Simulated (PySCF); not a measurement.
# Excitation energy of Se²⁺ by level of theory

Se²⁺ [Ar] 3d10 4s2 4p2 (3P) → Se²⁺ [Ar] 3d10 4s1 4p2 4d1 (high-spin determinant), as a difference of total energies. Computed with PySCF 2.14 in aug-cc-pVTZ-DK (7s6p4d2f, 59 functions), with scalar relativity by spin-free X2C-1e. Correlated levels: valence: [Ar] 3d10 frozen. The calculations carry no spin-orbit coupling.

```tsv
method	excitation energy (eV)
UHF	23.101
LDA	24.996
PBE	24.580
PBE0	24.458
r2SCAN	24.264
MP2 (valence)	24.076
SCS-MP2 (valence)	24.544
```

Question: How much does correlation contribute at MP2 (valence)?

Answer: 24.076 − (23.101) = 0.975 eV, measured against UHF.

A first-order spin-orbit estimate (lowest level to lowest level, LS coupling) adds 0.054 eV.

The promoted electron is Rydberg-like, and one or two diffuse shells describe it only roughly, which tends to raise the upper state.

The determinant of the upper state mixes LS terms, which raises its energy above the lowest term, most at the Hartree-Fock and MP2 levels.
